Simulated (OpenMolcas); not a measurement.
C III: effect of the active space

* Program: OpenMolcas 26.06
* Method: SS-CASPT2 or its RAS form, IPEA 0.25 Eh, imaginary shift 0.1 Eh
* Basis: ANO-RCC-VTZP
* Scalar Hamiltonian: DKH2, point nucleus
* Spin-orbit coupling: state interaction with AMFI integrals over the reference wave functions, term energies averaged over their components

A. 2 electrons in 4 orbitals (2s 2p); 2S+1 = 3 even, 3 roots; 2S+1 = 1 even, 7 roots; 2S+1 = 3 odd, 3 roots; 2S+1 = 1 odd, 3 roots; closed shells correlated: 1s; CASPT2 step about 1.8 core-seconds
B. 2 electrons in 8 orbitals (2s 2p 3s 3p); 2S+1 = 3 even, 3 roots; 2S+1 = 1 even, 7 roots; 2S+1 = 3 odd, 3 roots; 2S+1 = 1 odd, 3 roots; closed shells correlated: 1s; CASPT2 step about 3 core-seconds
C. 2 electrons in 9 orbitals (RAS2 2s 2p; RAS3 3d, at most 2 electrons); 2S+1 = 3 even, 3 roots; 2S+1 = 1 even, 7 roots; 2S+1 = 3 odd, 3 roots; 2S+1 = 1 odd, 3 roots; closed shells correlated: 1s; CASPT2 step of the order of 5 core-seconds

Energies in cm-1 above 2s2 1S0, the measured ground level; measured values from Moore, Selected Tables of Atomic Spectra, NSRDS-NBS 3, section 3.

```json
{"Level": "2s2 1S0", "A": "0.0", "B": "0.0", "C": "0.0", "Measured": "0.0"}
{"Level": "2s 2p 3P* 0", "A": "52357", "B": "52312", "C": "52239", "Measured": "52367"}
{"Level": "2s 2p 3P* 1", "A": "52384", "B": "52339", "C": "52266", "Measured": "52391"}
{"Level": "2s 2p 3P* 2", "A": "52438", "B": "52393", "C": "52319", "Measured": "52447"}
{"Level": "2s 2p 1P* 1", "A": "104535", "B": "104312", "C": "103325", "Measured": "102352"}
{"Level": "2p2 3P0", "A": "137726", "B": "137620", "C": "137613", "Measured": "137426"}
{"Level": "2p2 3P1", "A": "137752", "B": "137646", "C": "137640", "Measured": "137454"}
{"Level": "2p2 3P2", "A": "137805", "B": "137699", "C": "137692", "Measured": "137502"}
{"Level": "2p2 1D2", "A": "147666", "B": "147379", "C": "146432", "Measured": "145876"}
{"Level": "2p2 1S0", "A": "184576", "B": "183923", "C": "184480", "Measured": "182520"}
```

Deviations, from unrounded energies. A percentage is the sum of absolute deviations over the sum of measured energies, with the sign that they share, or ± where signs differ.

| Against measurement | Levels | A | B | C |
| --- | --- | --- | --- | --- |
| mean absolute deviation (cm-1) | 9 | 770 | 620 | 490 |
| other configurations (%) | 9 | ±0.7 | ±0.6 | ±0.4 |

C lies closest to measurement on these levels and A furthest from it. The largest miss of C in the table is 2p2 1S0, by +2000 cm-1. The ranking rests on the paired levels alone, and a cruder setting can come out closer through cancelling errors.

Among A to C the level of the table that moves most is 2p2 1D2, by 1200 cm-1 (lowest in C, highest in A).

Active for correlation alone: 3p 3s; no level in the range computed is led by a configuration that fills them, so any true level of that kind is missing (holds for B). Active for correlation alone: 3d; no level in the range computed is led by a configuration that fills it, so any true level of that kind is missing (holds for C). Computed and measured levels are paired by configuration, term and J; levels that our copy of the source lacks, or whose pairing is in doubt (as where it misses far off the trend of its configuration), stay unpaired and out of the deviations. Levels of configurations outside the active space are missing.

* marks odd parity.
